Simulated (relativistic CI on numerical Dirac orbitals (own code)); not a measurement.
**Crystal-field levels of Mn³⁺, 3d4**

Calculated by Dirac-Coulomb-Breit CI, orbitals from a KLI potential per configuration, a model potential for QED, valence Slater integrals scaled by 0.8, one configuration in a parametric crystal field (own radial code).

Field parameters in Wybourne normalisation: Oh B⁴₀ = 21Dq, B⁴₄ = √(5/14) B⁴₀. The field is a parameter set, without covalency.

S is read from ⟨S²⟩ = S(S + 1).

Levels (cm⁻¹, degeneracy): 0 (1), 212 (3), 557 (2), 587 (3), 2264 (1), 2296 (3), 2326 (2), 2344 (3), 2362 (1), 11023 (3), 12494 (2), 21633 (3).

Q: Which field gives this pattern?
A. Oh, 10Dq = 32950 cm⁻¹
B. Oh, 10Dq = 24300 cm⁻¹
C. Oh, 10Dq = 9050 cm⁻¹
D. Oh, 10Dq = 24800 cm⁻¹

A: B. Oh, 10Dq = 24300 cm⁻¹, ground level with S = 1.06.
